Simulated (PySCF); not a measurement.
Al(Cl)2(NHMe) (CH₄AlCl₂N), SMILES [Al]([NH]C)([Cl])[Cl]. Atoms are numbered in the order given.

```xyz
9

Al     0.0810    -0.1538     0.0000
Cl     0.7337    -2.1472     0.0000
Cl    -1.9700     0.2932     0.0000
N      1.2567     1.1551     0.0000
C      1.0170     2.5904     0.0000
H      2.2472     0.9236     0.0000
H      1.4415     3.0873    -0.8918
H      1.4415     3.0873     0.8918
H     -0.0652     2.7912     0.0000
```
Charge 0, spin multiplicity 1.

The structure is a stationary point at B3LYP-D3(BJ)/def2-SVP. The structure was generated by enumeration; whether it is a known compound was not checked. One conformer was computed; it need not be the lowest.

Two levels are set side by side: PBE/pcSseg-1 (PySCF) and B3LYP/pcSseg-1 (PySCF). GIAO shifts against HCl (³⁵Cl), NH3 (¹⁵N), TMS (¹H), TMS (¹³C) at the same level; non-relativistic, no solvent, atoms listed together averaged. Without spin–orbit terms, shifts of atoms bonded to Cl or Br come out too high at both levels. Differences are taken from unrounded values.

```csv
quantity,B3LYP
δ(¹⁵N) of N4 (ppm),50.5
δ(¹³C) of C5 (ppm),35.1
δ(¹H) of H6 (ppm),1.20
```

### Question
What does PBE give, and how far is it from B3LYP? (An estimate is asked for; the answer gives what the named calculation found.)

### Answer

```tsv
quantity	PBE	PBE minus B3LYP
δ(¹⁵N) of N4 (ppm)	58.3	7.8
δ(¹³C) of C5 (ppm)	35.7	0.6
δ(¹H) of H6 (ppm)	1.44	0.24
```

Rough cost on one machine, each run with all the roots and properties that it gave: B3LYP against PBE within a factor of 2.
